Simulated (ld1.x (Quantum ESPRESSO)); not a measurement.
# Si (Z = 14), ultrasoft: configuration errors across variants

silicon, ultrasoft, made with ld1.x (Quantum ESPRESSO) 7.5 (PBEsol, scalar-relativistic). Core [He], reference 2s2 2p6 3s2 3p2. Waves: 2s (bound): rcut 0.80, rcutus 1.10 bohr; 3s (bound): rcut 0.80, rcutus 1.10 bohr; 2p (bound): rcut 0.80, rcutus 1.10 bohr; 3p (bound): rcut 0.80, rcutus 1.10 bohr; 3d channel at 0.2 Ry: rc 1.05 bohr. Local part: the d channel. Core correction: none. Augmentation charge: PSQ, inside the norm-conserving radii.

All-electron excitation energies from the reference (eV): (1) 2s2 2p6 3s2 3p1 7.713; (2) 2s2 2p6 3s2 3p0 23.676; (3) 2s2 2p6 3s1 3p0 57.575; (4) 2s2 2p6 3s1 3p3 6.793; (5) 2s2 2p6 3s0 3p4 13.736; (6) 2s2 2p6 3s2 3p1.5 2.909.

The overlap operator is not positive definite (basis up to 400 Ry) in “wave 3d channel at 0.2 Ry: rc 1.05 bohr becomes 3d channel at 0.2 Ry: rc 0.72 bohr”, “local potential all-electron potential smoothed inside 0.85 bohr (lloc = -1)”, “wave 3d channel at 0.2 Ry: rc 1.05 bohr becomes 3d channel at 0.2 Ry: rc 1.28 bohr”. Such files are unfit for use, however small their errors in these radial tests.

Tests that are not counted but printed errors over 1 eV. “added wave 3d channel at 1.75 Ry: rc 1.05 bohr; local potential all-electron potential smoothed inside 1.00 bohr (lloc = -1)”: 2s2 2p6 3s1 3p0 (solver errors, printed error -1759 eV); 2s2 2p6 3s2 3p0 (solver errors, printed error -1672 eV); 1 more.

3 further variants failed, have other tests or another functional or relativity, and are left out.

The file “augmentation built from norm-conserving waves at rcut, not smoothed further” misses its own reference levels by 7.7 eV.

Errors AE − PS in meV (a dash: test not solved or not reliable):

| change | (1) | (2) | (3) | (4) | (5) | (6) | bound ghosts |
| --- | --- | --- | --- | --- | --- | --- | --- |
| base | -20 | -214 | -159 | -84 | -356 | -2.9 | none |
| wave 3d channel at 0.2 Ry: rc 1.05 bohr becomes 3d channel at 0.2 Ry: rc 0.72 bohr | -11 | -181 | -147 | -66 | -278 | -1.2 | not determined (overlap not positive) |
| core correction a·sin(br)/r model core inside 1.20 bohr | -20 | -214 | -159 | -84 | -356 | -2.9 | none |
| added wave 3d channel at 1.75 Ry: rc 1.05 bohr; local potential all-electron potential smoothed inside 1.00 bohr (lloc = -1) | – | – | – | – | – | – | none |
| all radii scaled by about 0.75 (s 0.82, p 0.82, d 0.80 bohr, rcut 0.60/0.60/0.80) | +0.3 | +0.6 | +0.7 | +0.1 | +0.3 | +0.1 | none |
| augmentation built from norm-conserving waves at rcut, not smoothed further | +286 | +1282 | +4690 | +1132 | +2322 | +71 | not determined |
| local potential all-electron potential smoothed inside 0.85 bohr (lloc = -1) | -19 | -203 | -150 | -81 | -340 | -2.8 | not determined (overlap not positive) |
| wave 3d channel at 0.2 Ry: rc 1.05 bohr becomes 3d channel at 4.8 Ry: rc 1.05 bohr | -20 | -214 | -159 | -85 | -358 | -2.9 | none |
| wave 3d channel at 0.2 Ry: rc 1.05 bohr becomes 3d channel at 0.2 Ry: rc 1.28 bohr | -20 | -215 | -154 | -83 | – | – | not determined (overlap not positive) |

**Question.** Give the same row for: waves 2p (bound): rcut 0.80, rcutus 0.92 bohr; 3p (bound): rcut 0.80, rcutus 0.92 bohr.

**Answer.** +0.4, +2.9, +8.6, -2.2, -9.4, +0.1; bound ghosts: none.
